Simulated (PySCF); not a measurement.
C5H8O2SSi.
Numbering: `[O:1]=[CH:2][O:3]/[CH:4]=[C:5]1/[CH2:6][CH2:7][SiH2:8][S:9]1`

Probes without a nucleus sit at each ring's centroid and 1 Å off its mean plane on both sides; NICS is minus the shielding there, NICSzz its component along the normal. Level: GIAO PBE0/pcSseg-1 (PySCF, non-relativistic, gas phase) on the GFN2-xTB geometry, one conformer.

Ring bond lengths (Å), with Mayer bond orders in brackets: C5–C6 1.499 (1.00), C6–C7 1.528 (1.02), C7–Si8 1.902 (0.92), Si8–S9 2.158 (0.93), S9–C5 1.766 (1.09).

Task: What do the NICS probes read (ppm)?

Result: 
| ring | type | NICS(0) | NICS(1), two faces | NICS(1)zz, two faces | rms pucker (Å) | centre to ring atoms, mean (Å) |
| --- | --- | --- | --- | --- | --- | --- |
| C5–C6–C7–Si8–S9 | 5-membered ring with S and Si; formal bonds all single | -6.0 | -3.6 / -4.9 | -2.0 / -2.5 | 0.18 | 1.47 |

Task: What can be read from them?

Result: 
- C5–C6–C7–Si8–S9: mean NICS(1)zz -2.3 ppm, near zero. C6, C7, Si8 have four or more neighbours, and the NICS criterion for π rings isn't applied.

Hardware: an Arm Neoverse N1 with one thread, shared host with 64 logical CPUs at a one-minute load of 60. Cost: 71 s wall, 0.93 GiB resident at most. This is the whole shielding run at PBE0/pcSseg-1, SCF included.
